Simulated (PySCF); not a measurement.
TlH₃ (singlet). All numbers come from PySCF, PBE0, basis Tl def2-TZVP with ECP60, H def2-TZVP (scalar-relativistic core potentials, no spin–orbit coupling, density fitting).

Harmonic bands of its minimum:

```
ω (cm⁻¹)  IR (km/mol, summed over degenerate members)  degeneracy
     497                                          289           2
     664                                         89.1           1
    1812                                          690           2
    1825                                          0.0           1
```

The central atom is Tl. Infer the point group and assign the bands.

D3h. The modes span 2e' + a2'' + a1': 497 e', 664 a2'', 1812 e', 1825 a1'. The computed geometry has Tl–H 1.737 Å (×3); H–Tl–H 120.0° (×3).

Spin–orbit coupling, left out here, can matter for elements this heavy.
